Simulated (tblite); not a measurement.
Species: C7H12OSSi.
Numbering: `[CH2:1]=[CH:2][CH2:3][C@@H:4]1[CH2:5][S:6][Si@H:7]([OH:8])[C:9]1=[CH2:10]` (hydrogens: H11, H12 on C1; H13 on C2; H14, H15 on C3; H16 on C4; H17, H18 on C5; H19 on Si7; H20 on O8; H21, H22 on C10)

Computed with GFN2-xTB (tblite), gas phase: L-BFGS steps from a force-field or distance-geometry start until the largest atomic force falls under 0.01 eV/Å.

Step 11: E = -820.8001 eV
```
atom  x, y, z in Å  |  force x, y, z in eV/Å
C1      2.7756    0.7608   -1.5236   -0.021  -0.015   0.089
C2      2.3373    0.5023   -0.3054   -0.082  -0.019   0.011
C3      0.9386    0.7411    0.1639   -0.130   0.008   0.019
C4      0.2432   -0.5588    0.6157    0.020  -0.003  -0.010
C5     -0.0136   -1.5037   -0.5592    0.058   0.024   0.054
S6     -1.4165   -0.9758   -1.6116    0.072   0.044   0.194
Si7    -2.5088   -0.1887    0.0679    0.090   0.010  -0.131
O8     -3.0680    1.2835   -0.3202   -0.042   0.045   0.015
C9     -1.0672   -0.2373    1.2852   -0.004  -0.013  -0.022
C10    -1.1817   -0.0406    2.5907    0.004  -0.022  -0.124
H11     3.7996    0.5802   -1.7973    0.043  -0.015  -0.076
H12     2.1356    1.1684   -2.2904    0.015  -0.012   0.052
H13     2.9992    0.0826    0.4443    0.011   0.025  -0.068
H14     0.9612    1.4141    1.0268    0.011   0.041  -0.034
H15     0.3464    1.2114   -0.6242    0.023  -0.012  -0.020
H16     0.9123   -1.0677    1.3222   -0.042  -0.024  -0.037
H17    -0.2650   -2.4945   -0.1764    0.092  -0.018  -0.126
H18     0.8531   -1.5501   -1.2179   -0.015  -0.119   0.053
H19    -3.6670   -0.9710    0.4457   -0.042  -0.023   0.008
H20    -2.6511    1.7731   -1.0275   -0.062   0.064   0.016
H21    -2.1413    0.1775    3.0261    0.046   0.038   0.094
H22    -0.3325   -0.0875    3.2561   -0.044  -0.003   0.039
```

Step 12: E = -820.8061 eV
```
atom  x, y, z in Å  |  force x, y, z in eV/Å
C1      2.7736    0.7598   -1.5214   -0.035  -0.009   0.061
C2      2.3346    0.5027   -0.3041   -0.068  -0.061   0.027
C3      0.9362    0.7375    0.1637   -0.156   0.053   0.009
C4      0.2457   -0.5615    0.6182    0.058  -0.055  -0.003
C5     -0.0034   -1.5053   -0.5582    0.027   0.006   0.041
S6     -1.4045   -0.9728   -1.6095    0.032   0.063   0.196
Si7    -2.5042   -0.1822    0.0686    0.055  -0.009  -0.231
O8     -3.0797    1.2834   -0.3222   -0.008   0.044   0.013
C9     -1.0661   -0.2414    1.2857    0.055   0.006  -0.036
C10    -1.1795   -0.0414    2.5900    0.007  -0.015  -0.096
H11     3.7957    0.5773   -1.7974    0.072  -0.015  -0.077
H12     2.1318    1.1668   -2.2853    0.003   0.010   0.012
H13     2.9949    0.0773    0.4426    0.028   0.028  -0.033
H14     0.9533    1.4170    1.0196    0.027   0.057   0.027
H15     0.3391    1.2010   -0.6234    0.025   0.004  -0.070
H16     0.9185   -1.0699    1.3219   -0.062  -0.014  -0.012
H17    -0.2547   -2.4970   -0.1795    0.069  -0.039  -0.104
H18     0.8658   -1.5562   -1.2142   -0.032  -0.079   0.061
H19    -3.6696   -0.9575    0.4383   -0.033  -0.042   0.019
H20    -2.6704    1.7888   -1.0232   -0.054   0.037   0.035
H21    -2.1365    0.1825    3.0258    0.010   0.040   0.105
H22    -0.3310   -0.0894    3.2549   -0.019  -0.010   0.056
```

Step 13: E = -820.8115 eV
```
atom  x, y, z in Å  |  force x, y, z in eV/Å
C1      2.7718    0.7586   -1.5184   -0.032  -0.004   0.012
C2      2.3305    0.5021   -0.3025   -0.035  -0.079   0.025
C3      0.9319    0.7349    0.1639   -0.111   0.078  -0.004
C4      0.2485   -0.5647    0.6204    0.061  -0.073   0.009
C5      0.0068   -1.5070   -0.5565   -0.004  -0.025   0.021
S6     -1.3923   -0.9689   -1.6042    0.004   0.061   0.110
Si7    -2.4999   -0.1761    0.0661   -0.005  -0.017  -0.228
O8     -3.0907    1.2845   -0.3239    0.018   0.020   0.024
C9     -1.0647   -0.2453    1.2851    0.066   0.023  -0.040
C10    -1.1777   -0.0423    2.5884    0.005   0.000  -0.035
H11     3.7930    0.5743   -1.7989    0.054  -0.011  -0.052
H12     2.1283    1.1655   -2.2800   -0.005   0.028  -0.020
H13     2.9916    0.0731    0.4402    0.031   0.025   0.011
H14     0.9464    1.4212    1.0130    0.027   0.061   0.072
H15     0.3326    1.1918   -0.6240    0.016   0.017  -0.108
H16     0.9229   -1.0724    1.3213   -0.053  -0.010   0.031
H17    -0.2433   -2.5005   -0.1849    0.035  -0.067  -0.059
H18     0.8774   -1.5644   -1.2099   -0.028  -0.024   0.049
H19    -3.6721   -0.9459    0.4318    0.001  -0.041   0.016
H20    -2.6894    1.8043   -1.0185   -0.037   0.028   0.034
H21    -2.1315    0.1880    3.0278   -0.007   0.034   0.082
H22    -0.3305   -0.0914    3.2545   -0.001  -0.020   0.051
```

**Question.** Estimate the geometry and energy of step 14. (The exact step hangs on the optimiser's Hessian estimate; all steps are aligned on step 13, rigid shifts and turns removed.)

**Answer.** E = -820.8148 eV, largest force 0.132 eV/Å
```
atom  x, y, z in Å  |  force x, y, z in eV/Å
C1      2.7706    0.7577   -1.5163   -0.019  -0.005  -0.024
C2      2.3271    0.5005   -0.3013   -0.003  -0.061   0.006
C3      0.9276    0.7345    0.1641   -0.032   0.064  -0.012
C4      0.2507   -0.5674    0.6216    0.028  -0.044   0.018
C5      0.0129   -1.5086   -0.5550   -0.021  -0.047   0.009
S6     -1.3846   -0.9655   -1.5991    0.005   0.037  -0.010
Si7    -2.4977   -0.1727    0.0611   -0.035  -0.020  -0.126
O8     -3.0969    1.2858   -0.3242    0.027   0.011   0.023
C9     -1.0634   -0.2473    1.2838    0.026   0.030  -0.029
C10    -1.1769   -0.0428    2.5868    0.001   0.011   0.013
H11     3.7920    0.5724   -1.8009    0.007  -0.005  -0.020
H12     2.1264    1.1651   -2.2769   -0.004   0.032  -0.029
H13     2.9904    0.0712    0.4388    0.018   0.019   0.038
H14     0.9429    1.4250    1.0101    0.015   0.044   0.071
H15     0.3290    1.1871   -0.6265    0.010   0.019  -0.106
H16     0.9245   -1.0744    1.3216   -0.028  -0.010   0.065
H17    -0.2354   -2.5040   -0.1897    0.006  -0.082  -0.019
H18     0.8839   -1.5705   -1.2065   -0.011   0.016   0.026
H19    -3.6733   -0.9401    0.4283    0.034  -0.031   0.005
H20    -2.7012    1.8142   -1.0153   -0.027   0.027   0.031
H21    -2.1282    0.1921    3.0309    0.001   0.024   0.042
H22    -0.3308   -0.0929    3.2552    0.000  -0.026   0.028
```

The energy changes by -0.0033 eV. The first-order estimate −F·Δx gives -0.0049 eV and the mean of the old and new forces, exact on a quadratic surface, -0.0033 eV. The step makes an angle of 68° with the force vector and moves no atom by more than 0.016 Å.

The cost below is that of the whole relaxation. Hardware: Intel Xeon at 2.50 GHz, one thread, no GPU, shared host with 64 logical CPUs at a one-minute load of 54. Cost: 3.1 s wall.
